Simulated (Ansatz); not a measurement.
`[Cl][Hf]([Cl])([Cl])[Br]`. Charge 0, multiplicity 1. Hf: def2 effective core potential.

| atom | x (Å) | y (Å) | z (Å) |
| --- | --- | --- | --- |
| Cl1 | -0.5921 | -1.7160 | -1.4541 |
| Hf2 | -0.0280 | 0.0001 | -0.0042 |
| Cl3 | -0.6775 | 2.0247 | -0.9230 |
| Cl4 | -1.1199 | -0.3119 | 2.0147 |
| Br5 | 2.4175 | 0.0032 | 0.3665 |

(1) List the harmonic frequencies (cm⁻¹, unscaled) at PBE0-D4/def2-TZVP in Ansatz. (An estimate is asked.)

(2) Is this a minimum?

(3) Give the ideal-gas thermochemistry at 298.15 K and 1 bar (rigid rotor, harmonic oscillator; point group C3v, symmetry number 3).

(4) And at 400, 500, 600, 800 and 1000 K?

(5) Rotational constants (cm⁻¹)?

Answers

(1) Ansatz gave: 81, 81, 97, 101, 101, 266, 388, 395, 395.

(2) Yes, all 9 modes are real.

(3) Zero-point energy 11.4 kJ/mol; H(298) − E = 34.9 kJ/mol; entropy 397.9 J/(mol·K), of which translation 182.4, rotation 120.5, vibration 95.0; G(298) − E = -83.8 kJ/mol. Modes under 100 cm⁻¹ are hindered rotations or soft bends, so the harmonic entropy is rough.

(4) 
```csv
T (K),H − E (kJ/mol),S (J/mol/K),G − E (kJ/mol)
400,45.2,427.9,-125.9
500,55.7,451.1,-169.9
600,66.2,470.3,-216.0
800,87.5,500.9,-313.3
1000,108.9,524.8,-415.9
```

(5) 0.03329, 0.02189, 0.02189.
